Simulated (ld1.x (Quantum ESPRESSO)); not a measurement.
## Which change was made? (Cl, TM)

| Item | Value |
| --- | --- |
| Element | chlorine |
| Generator | ld1.x (Quantum ESPRESSO) 7.5 |
| Type | norm-conserving Troullier–Martins (Kleinman–Bylander form) |
| Functional | PBEsol |
| Relativity | non-relativistic |
| Frozen core | [Ne] |
| Valence charge | 7 |
| Reference configuration | 3s2 3p4 (charge +1) |
| Partial waves | 3s (bound): rc 1.00 bohr; 3d channel at -0.15 Ry: rc 1.05 bohr; 3p (bound): rc 0.90 bohr |
| Local potential | the p channel |
| Core correction | none |

Cutoffs, loose and tight: the cutoffs (Ry, on a coarse ladder) from which the occupation-weighted sum of valence levels, in a spherical-Bessel basis at the reference potential, stays within 10 and 1 mRy of its value at 400 Ry. They do not see the model core or the augmentation charge, which bear on the density cutoff. Test errors are all-electron minus pseudo excitation energies from the reference, over the configurations 3s2 3p5; 3s2 3p3; 3s2 3p2; 3s2 3p1; 3s1 3p6; 3s2 3p4.5; 3s1 3p5; variants that change the core or the reference have their own tests.

The base gives: outcome: generated; cutoff, loose: 230 Ry; cutoff, tight: over 300 Ry; bound ghosts: none; largest test error (meV): +298.

On the changes marked as counting shells twice: ld1.x takes every shell without a wave as core, so the model core holds the marked electrons as well and exchange and correlation see them twice. This cancels in the reference configuration, but the file is broken for other ones, and its errors say nothing about a proper core correction.

After one change the result is: outcome: generated; cutoff, loose: 230 Ry; cutoff, tight: over 300 Ry; bound ghosts: none; largest test error (meV): +225. Which change was it?
A. local potential all-electron potential smoothed inside 0.90 bohr (lloc = -2)
B. wave 3p (bound): rc 0.90 bohr becomes 3p (bound): rc 0.76 bohr
C. core [He], valence charge 15; reference 2s2 2p6 3s2 3p4.5; waves now 2p (bound): rc 0.50 bohr; 3d channel at -0.15 Ry: rc 0.45 bohr; 2s (bound): rc 0.30 bohr; local potential the s channel; core correction Bessel-smoothed model core inside 0.20 bohr (3p, 3s counted twice)
D. all radii scaled by about 1.40 (s 1.40, p 1.26, d 1.48 bohr)

A. The others give: core [He], valence charge 15; reference 2s2 2p6 3s2 3p4.5; waves now 2p (bound): rc 0.50 bohr; 3d channel at -0.15 Ry: rc 0.45 bohr; 2s (bound): rc 0.30 bohr; local potential the s channel; core correction Bessel-smoothed model core inside 0.20 bohr (3p, 3s counted twice) → outcome: generated; bound ghosts: not determined; largest test error (meV): -1397 | all radii scaled by about 1.40 (s 1.40, p 1.26, d 1.48 bohr) → outcome: generated; cutoff, loose: 50 Ry; cutoff, tight: 80 Ry; bound ghosts: none; largest test error (meV): +190 | wave 3p (bound): rc 0.90 bohr becomes 3p (bound): rc 0.76 bohr → outcome: generated; bound ghosts: s; largest test error (meV): +239.
